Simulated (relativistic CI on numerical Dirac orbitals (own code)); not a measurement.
Hyperfine structure of Os²³⁺, mass number 189

Calculated at this level of theory: Dirac-Coulomb-Breit CI, KLI orbitals optimised for each configuration, QED by a radiative potential, unscaled Slater integrals (own radial code, finite nucleus).

Configuration list (outside the closed core [Ar] 3d10 4p6 4d10): 4s2 4f7, 4s2 4f6 5s, 4s2 4f5 5s2, 4s2 4f6 6s, 4f9. Levels of other configurations are missing.

Nuclear spin I = 3/2, μ = 0.6576 μN, Q = 0.86 b (tables of Stone and Pyykkö). The electronic factors are computed for point nuclear moments, without core polarisation or the Bohr-Weisskopf and QED corrections.

```csv
Level,E (cm⁻¹),A (MHz),B (MHz)
4s2 4f7 6P°_5/2,73341.6,548.1,1390
4s2 4f7 6I°_7/2,76967.6,1405,1000
4s2 4f7 6P°_3/2,78783.3,-463.6,-542
4s2 4f7 6I°_9/2,81088.1,1232,1340
4s2 4f7 6I°_17/2,82390.7,1055,30.3
4s2 4f7 6I°_11/2,85100.9,1134,947
4s2 4f7 6I°_15/2,86830.6,1031,641
4s2 4f7 6I°_13/2,86832.9,1066,720
```

Levels with J = 0, under 50 % of one LS term, or S terms without an open s electron are left out. Small factors come from cancelling terms and can be off by tens of per cent or more.

At this charge energies of transitions that change n are usually good to better than 1 %, and those within a shell (Δn = 0) to a few per cent. Terms inside the open d or f shell come out 10 to 20 % too wide with unscaled integrals.

(1) Give the hyperfine levels of 4s2 4f7 6P°_5/2 relative to its centre of gravity.

## Answers

(1) With K = F(F + 1) − I(I + 1) − J(J + 1), E = AK/2 + B[¾K(K + 1) − I(I + 1)J(J + 1)]/[2I(2I − 1)J(2J − 1)]: F = 1: -1907, F = 2: -1920, F = 3: -899.3, F = 4: 2402 MHz.

LS names give the leading component of a level, which can be under half, so a name can repeat, a term be missing and a line seem to break the LS rules.
